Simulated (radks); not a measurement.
Species: Nd XII. Configuration: [Kr] 4d10 4f1 5s2.

Calculated with a radial shooting solver on a logarithmic mesh with Libxc functionals: scalar-relativistic Kohn-Sham, LDA (Slater exchange, VWN5 correlation), spin-polarised, spherical densities, finite nucleus; open shells are filled with parallel spins first (spin-orbit coupling, left out, can overturn this in heavy ions); Fermi nuclear charge, rms radius 4.9123 fm.

Energy parts (eV):
part                      energy
total                 -260798.98
kinetic                277542.12
electron-nucleus      -624072.86
Hartree                 91403.72
exchange-correlation    -5671.96

Orbitals (lengths in bohr, moments of r in powers of bohr; r(90%) holds 90 % of the orbital's charge):
| orbital | occ. | eigenvalue (eV) | r(90%) |
|---|---|---|---|
| 1s down | 1 | -43548.82 | 0.0427 |
| 1s up | 1 | -43548.82 | 0.0427 |
| 2s up | 1 | -7207.433 | 0.156 |
| 2s down | 1 | -7207.419 | 0.156 |
| 2p up | 3 | -6467.188 | 0.145 |
| 2p down | 3 | -6467.180 | 0.145 |
| 3s up | 1 | -1716.100 | 0.391 |
| 3s down | 1 | -1715.647 | 0.391 |
| 3p up | 3 | -1482.520 | 0.396 |
| 3p down | 3 | -1482.072 | 0.396 |
| 3d up | 5 | -1157.366 | 0.377 |
| 3d down | 5 | -1157.013 | 0.377 |
| 4s up | 1 | -490.4310 | 0.860 |
| 4s down | 1 | -489.3873 | 0.861 |
| 4p up | 3 | -412.7000 | 0.916 |
| 4p down | 3 | -411.6688 | 0.916 |
| 4d up | 5 | -301.6736 | 1.01 |
| 4d down | 5 | -300.6630 | 1.01 |
| 5s up | 1 | -196.7678 | 1.75 |
| 5s down | 1 | -196.1543 | 1.75 |
| 4f up | 1 | -180.1305 | 1.22 |
| 4f down | 0 | -179.1449 | 1.22 |

The highest occupied level is 4f up at -180.13 eV. Spin moment in Bohr magnetons: 1. For comparison, the ionisation energy in NIST's Atomic Spectra Database is 195 eV (theoretical). In exact Kohn-Sham theory the highest level is minus the ionisation energy, but local and semilocal functionals leave it too shallow, through self-interaction and a potential that decays too fast; potentials with the right tail come closer. The density falls to 0.001 e/bohr^3 at r = 2.35 bohr. The electron density at the nucleus is 4.707e+05 e/bohr^3 (large components only). The spin density at the nucleus is -0.421 e/bohr^3 (1s 0.014, 2s -0.180, 3s -2.175, 4s 0.334, 5s 1.586).
